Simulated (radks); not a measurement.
Problem. Gd1.8+, 62.2 electrons, occupied as [Xe] 4f7 5d1 6s0.2 (fractional occupations, a model configuration). Method: Dirac Kohn-Sham, LDA (Slater exchange, Perdew-Wang correlation), spin-unpolarised, spherical densities, finite nucleus; open shells fill j = l - 1/2 first; Fermi nuclear charge, rms radius 5.1569 fm; computed with a radial shooting solver on a logarithmic mesh with Libxc functionals. Some entries of the table are withheld. Estimate them.

orbital  occ.  eigenvalue (eV)  r(max) (bohr)  <1/r> (bohr^-1)
1s1/2       2        -50006.99        0.01393            71.58
2s1/2       2        -8263.952        0.07924            17.08
2p1/2       2        -7851.491        0.05982            17.07
2p3/2       4        -7156.475        0.06565            15.08
3s1/2       2        -1840.649         0.2247            6.222
3p1/2       2        -1661.303         0.2118              (1)
3p3/2       4        -1518.806         0.2242              (2)
3d3/2       4        -1207.635         0.1779            5.519
3d5/2       6        -1176.556         0.1814            5.394
4s1/2       2        -379.8028         0.5161              (3)
4p1/2       2        -309.9777         0.5202            2.501
4p3/2       4        -278.0984         0.5467            2.328
4d3/2       4        -162.7722            (4)            2.111
4d5/2       6        -157.0104            (5)            2.068
5s1/2       2         -61.9662          1.195            1.004
5p1/2       2         -42.6374          1.301           0.8869
5p3/2       4         -38.2077          1.378           0.8255
4f5/2       6         -21.3617         0.5641              (6)
4f7/2       1         -20.6051         0.5691              (7)
5d3/2       1         -14.1534          1.881           0.5432
6s1/2     0.2         -14.0393          3.066           0.3723
5d5/2       0         -13.8021          1.923           0.5308

Solution. 
(1) 3p1/2 <1/r> (bohr^-1): 6.142
(2) 3p3/2 <1/r> (bohr^-1): 5.638
(3) 4s1/2 <1/r> (bohr^-1): 2.606
(4) 4d3/2 r(max) (bohr): 0.5542
(5) 4d5/2 r(max) (bohr): 0.5628
(6) 4f5/2 <1/r> (bohr^-1): 1.532
(7) 4f7/2 <1/r> (bohr^-1): 1.514
